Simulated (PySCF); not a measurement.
NbOCl2, SMILES [O]=[Nb+]([Cl])[Cl], charge +1, multiplicity 1. Atoms are numbered in the order given.

```xyz
4

Nb    -0.3049    -0.3699     0.0000
O      0.7575    -1.6499     0.0000
Cl     0.1895     0.8343     1.8166
Cl     0.1895     0.8343    -1.8166
```
Charge +1, spin multiplicity 1.

The structure is a stationary point at B3LYP-D3(BJ)/def2-SVP. The spin state was assumed, not searched. The isomer is the one that the SMILES or the coordinates give; other isomers of the formula were not compared. The def2 effective core potentials stand for the cores of Nb; spin–orbit coupling is left out.

Level of theory: TDDFT-M06-2X/def2-SVPD run with PySCF.

Vertical excitations. Isolated molecule, no solvent. State labels are in the subgroup Cs.

```
state  symmetry  energy (eV)  λ (nm)      f                                                                 main pairs
-----  --------  -----------  ------  -----  -------------------------------------------------------------------------
S1           A"         3.72     334  0.001                                           HOMO→LUMO 79 %, HOMO−2→LUMO 15 %
S2           A'         3.92     316  0.002                                                           HOMO−1→LUMO 84 %
S3           A"         4.20     295  0.022                                       HOMO−2→LUMO 74 %, HOMO−1→LUMO+1 13 %
S4           A'         4.25     292  0.000                                                           HOMO→LUMO+1 86 %
S5           A"         4.51     275  0.013                    HOMO−1→LUMO+1 60 %, HOMO→LUMO+2 11 %, HOMO−3→LUMO+1 9 %
S6           A'         4.63     268  0.013                                       HOMO−2→LUMO+1 82 %, HOMO−3→LUMO 12 %
S7           A'         4.82     257  0.001                                         HOMO−3→LUMO 66 %, HOMO−4→LUMO 17 %
S8           A"         4.91     253  0.000                                                           HOMO−5→LUMO 76 %
S9           A"         5.07     245  0.008  HOMO−2→LUMO+2 28 %, HOMO→LUMO+2 28 %, HOMO−5→LUMO 13 %, HOMO−5→LUMO+2 6 %
S10          A'         5.13     242  0.002                     HOMO−4→LUMO 62 %, HOMO−5→LUMO+1 15 %, HOMO−3→LUMO 12 %
T1           A"         3.59     346      0                                                             HOMO→LUMO 91 %
T2           A'         3.76     330      0                                                           HOMO−1→LUMO 78 %
T3           A"         3.77     329      0                                                           HOMO−2→LUMO 85 %
T4           A'         4.00     310      0                     HOMO→LUMO+1 56 %, HOMO−3→LUMO 20 %, HOMO−2→LUMO+1 14 %
```
Triplets are in the Tamm–Dancoff approximation, which puts them higher than full response would, so one can lie above its singlet here.
